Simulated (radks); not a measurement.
Problem. The mean radii <r> (bohr) of the occupied orbitals of an atom or ion are listed with their occupations. Method: scalar-relativistic Kohn-Sham, PBE, spin-unpolarised, spherical densities, point nucleus; computed with a radial shooting solver on a logarithmic mesh with Libxc functionals.

orbital  occ.      <r>
1s          2  0.02363
2s          2   0.1009
2p          6  0.08873
3s          2   0.2643
3p          6   0.2620
3d         10   0.2384
4s          2   0.5615
4p          6   0.5795
4d          1   0.5928

Name the element and its charge.

Solution. Z = 60, neodymium, charge +23: Nd23+ in [Kr] 4d1. The 1s radius gives Z: for a bare nucleus <r> = (2 gamma + 1)/(2Z) with gamma = sqrt(1 - (Z/c)^2), 0.02332 bohr for Z = 60, and screening makes it slightly larger (0.02363 here). The occupations add up to 37, and the charge is Z minus that.
